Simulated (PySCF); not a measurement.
SMILES F[SiH2]CC[Si](Cl)(Cl)Cl (C2H6Cl3FSi2), PBE0/def2-SVP optimised geometry.

```
14

Si     1.73    -1.37     0.00
F      1.22    -2.11     1.36
C      1.05     0.37     0.00
C     -0.48     0.43     0.14
Si    -1.17     2.15     0.18
Cl    -0.70     3.15    -1.56
Cl    -3.22     2.11     0.37
Cl    -0.39     3.21     1.75
H      3.22    -1.37     0.00
H      1.19    -2.15    -1.15
H      1.53     0.93     0.82
H      1.37     0.87    -0.93
H     -0.98    -0.10    -0.69
H     -0.81    -0.07     1.07
```

Density from PySCF 2.14.0 with PBE0/def2-TZVP at that geometry.

Minimum of the electron density along straight lines between bonded atoms, close to the bond critical point (lines longer than 1.1 times the sum of covalent radii, or with two minima, are not listed):

```json
[
 {"bond": "Si1–F2", "length / Å": "1.631", "ρ at the minimum / e bohr⁻³": "0.128", "∇²ρ there / e bohr⁻⁵": "0.88", "position (fraction from the first atom)": "0.42"},
 {"bond": "Si1–C3", "length / Å": "1.872", "ρ at the minimum / e bohr⁻³": "0.125", "∇²ρ there / e bohr⁻⁵": "(withheld)", "position (fraction from the first atom)": "0.39"},
 {"bond": "C3–C4", "length / Å": "1.533", "ρ at the minimum / e bohr⁻³": "0.234", "∇²ρ there / e bohr⁻⁵": "(withheld)", "position (fraction from the first atom)": "0.50"},
 {"bond": "C4–Si5", "length / Å": "1.861", "ρ at the minimum / e bohr⁻³": "0.131", "∇²ρ there / e bohr⁻⁵": "0.14", "position (fraction from the first atom)": "0.61"},
 {"bond": "Si5–Cl6", "length / Å": "2.056", "ρ at the minimum / e bohr⁻³": "0.101", "∇²ρ there / e bohr⁻⁵": "0.22", "position (fraction from the first atom)": "0.36"},
 {"bond": "Si5–Cl7", "length / Å": "2.052", "ρ at the minimum / e bohr⁻³": "0.102", "∇²ρ there / e bohr⁻⁵": "0.22", "position (fraction from the first atom)": "0.36"},
 {"bond": "Si5–Cl8", "length / Å": "2.055", "ρ at the minimum / e bohr⁻³": "0.101", "∇²ρ there / e bohr⁻⁵": "0.22", "position (fraction from the first atom)": "0.36"},
 {"bond": "Si1–H9", "length / Å": "1.490", "ρ at the minimum / e bohr⁻³": "0.123", "∇²ρ there / e bohr⁻⁵": "0.13", "position (fraction from the first atom)": "0.49"},
 {"bond": "Si1–H10", "length / Å": "1.491", "ρ at the minimum / e bohr⁻³": "0.123", "∇²ρ there / e bohr⁻⁵": "0.13", "position (fraction from the first atom)": "0.49"},
 {"bond": "C3–H11", "length / Å": "1.104", "ρ at the minimum / e bohr⁻³": "0.268", "∇²ρ there / e bohr⁻⁵": "-0.88", "position (fraction from the first atom)": "0.64"},
 {"bond": "C3–H12", "length / Å": "1.105", "ρ at the minimum / e bohr⁻³": "0.267", "∇²ρ there / e bohr⁻⁵": "-0.87", "position (fraction from the first atom)": "0.64"},
 {"bond": "C4–H13", "length / Å": "1.105", "ρ at the minimum / e bohr⁻³": "0.267", "∇²ρ there / e bohr⁻⁵": "-0.88", "position (fraction from the first atom)": "0.64"},
 {"bond": "C4–H14", "length / Å": "1.104", "ρ at the minimum / e bohr⁻³": "0.269", "∇²ρ there / e bohr⁻⁵": "-0.89", "position (fraction from the first atom)": "0.64"}
]
```

Question: Fill in the missing entries.

Answer: 
- Si1–C3, ∇²ρ there / e bohr⁻⁵: 0.17
- C3–C4, ∇²ρ there / e bohr⁻⁵: -0.54
